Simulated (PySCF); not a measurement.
Geometry:
| atom | x (Å) | y (Å) | z (Å) |
| --- | --- | --- | --- |
| C1 | -2.867 | 2.224 | -0.474 |
| N2 | -2.668 | 1.016 | -0.814 |
| C3 | -1.496 | 0.353 | -0.536 |
| C4 | -1.229 | -0.940 | -0.940 |
| C5 | 0.046 | -1.391 | -0.534 |
| C6 | 0.761 | -0.453 | 0.184 |
| B7 | 2.182 | -0.605 | 0.798 |
| O8 | 2.691 | 0.442 | 1.508 |
| O9 | 2.829 | -1.787 | 0.583 |
| S10 | -0.144 | 1.007 | 0.363 |
| H11 | -2.125 | 2.843 | 0.065 |
| H12 | -3.826 | 2.695 | -0.722 |
| H13 | -1.954 | -1.514 | -1.517 |
| H14 | 0.449 | -2.382 | -0.751 |
| H15 | 3.571 | 0.311 | 1.872 |
| H16 | 3.701 | -1.860 | 0.980 |

Geometry: PBE0-D3(BJ)/def2-SVP; GIAO shifts from PySCF, gas phase, non-relativistic, averaged over equivalent atoms.

At PBE0/pcSseg-1 (207 basis functions, 2.6 min wall time on 1 thread of an Intel Xeon, shared host):
| atoms | δ (ppm) |
| --- | --- |
| C3 | 167.9 |
| C1 | 149.4 |
| C5 | 142.0 |
| C6 | 137.5 |
| C4 | 136.5 |
| N2 | 381.9 |
| B7 | 24.3 |
| O8/O9 | 112.9 |
| S10 | 192.0 |
| H11 | 7.84 |
| H14 | 7.69 |
| H13 | 7.32 |
| H12 | 7.04 |
| H15/H16 | 3.00 |

Referencing at the same level of theory: TMS for $^{13}$C (184.41 ppm) and $^{1}$H (31.27 ppm); $^{15}$N (265.67 ppm) vs NH3; BF3·OEt2 for $^{11}$B (100.73 ppm); $^{17}$O (334.56 ppm) vs H2O; $^{33}$S (495.66 ppm) vs CS2.

What do these become at wB97X-D/pcSseg-1?

## Answers


```
  atoms  δ at wB97X-D/pcSseg-1  change
     C3                  169.2    +1.3
     C1                  151.8    +2.4
     C5                  143.4    +1.4
     C6                  138.3    +0.8
     C4                  137.0    +0.5
     N2                  383.1    +1.2
     B7                   24.6    +0.3
  O8/O9                  106.2    -6.7
    S10                  194.5    +2.5
    H11                   7.86   +0.02
    H14                   7.68   -0.01
    H13                   7.32   +0.00
    H12                   7.09   +0.05
H15/H16                   2.99   -0.01
```

Scale: TMS for $^{13}$C (σ = 184.54 ppm), $^{1}$H (σ = 31.38 ppm); NH3 for $^{15}$N (σ = 263.98 ppm); BF3·OEt2 for $^{11}$B (σ = 101.61 ppm); $^{17}$O (σ = 333.19 ppm) vs H2O; $^{33}$S (σ = 493.71 ppm) vs CS2 (reference shieldings calculated alike).

The largest change is at O8/O9 (oxygen bonded to B, H). Cost: 207 basis functions, 2.1 min wall time on 1 thread of an Intel Xeon, shared host. The order of the carbon signals is the same at both levels.

A carbon bonded to boron is broadened by the quadrupolar boron nucleus and is often missing from a measured spectrum. Experimental scales use liquid or dissolved standards, which lie at an offset from isolated NH3 (liquid NH3: subtract about 20 ppm) and H2O (liquid H2O: subtract about 36 ppm). Unscaled 15N shifts of sp2 nitrogen come out 20 to 40 ppm too high even then.
